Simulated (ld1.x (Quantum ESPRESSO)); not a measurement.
**Before and after: RRKJ potential for As (Z = 33)**

```json
{"Element": "As (Z = 33)", "Generator": "ld1.x (Quantum ESPRESSO) 7.5", "Type": "norm-conserving RRKJ (Kleinman–Bylander form)", "Functional": "PBE", "Relativity": "fully relativistic", "Frozen core": "[Ar] 3d10", "Valence charge": "5", "Reference configuration": "4s2 4p3", "Partial waves": "4p (bound): rc 1.95 bohr; 4s (bound): rc 1.60 bohr", "Local potential": "the s channel", "Core correction": "a·sin(br)/r model core inside 1.45 bohr", "rho0": "0.02"}
```

Open shells are filled in proportion to 2j + 1 (rel_dist='average').

Change: wave 4p (bound): rc 1.95 bohr becomes 4p (bound): rc 2.66 bohr.

Cutoffs: the cutoffs (Ry, on a coarse ladder) from which the occupation-weighted sum of valence levels, in a spherical-Bessel basis at the reference potential, stays within 10 and 1 mRy of its value at 400 Ry; they do not see the model core or the augmentation charge, which bear on the density cutoff. Errors are all-electron minus pseudo energies relative to the spin-unpolarised reference configuration.

Problem. How do hardness, ghosts and transferability respond?

Solution. The potential gets neither clearly harder nor softer (35 Ry and 50 Ry → 35 Ry and 50 Ry); a bound ghost appears in p, which as a rule spoils a file; of the 7 tests that both files solve, the error grows in 3 and shrinks in 2 by more than 15 % and 0.3 meV (median size 19.8 → 20.0 meV).

```tsv
quantity	base	changed
cutoff, loose	35 Ry	35 Ry
cutoff, tight	50 Ry	50 Ry
loose cutoff by channel (10 mRy a level)	p 21 Ry, s 18 Ry	p 6 Ry, s 18 Ry
bound ghosts	none	p1/2
error for 4s2 4p2, meV [ΔE 9.15 eV]	-2.8	-3.1
error for 4s2 4p1, meV [ΔE 27.07 eV]	-20	-26
error for 4s2 4p0, meV [ΔE 54.78 eV]	-69	-99
error for 4s1 4p0, meV [ΔE 105.43 eV]	-266	-348
error for 4s0 4p5, meV [ΔE 19.05 eV]	-52	-20
error for 4s1 4p4, meV [ΔE 9.41 eV]	-13	-5.0
error for 4s2 4p3.3, meV [ΔE -1.23 eV]	-0.1	-0.1
```

 A true bound ghost makes a file unfit for plane-wave use even where its test errors are small: the radial tests pick states by their node count and pass the ghost by.
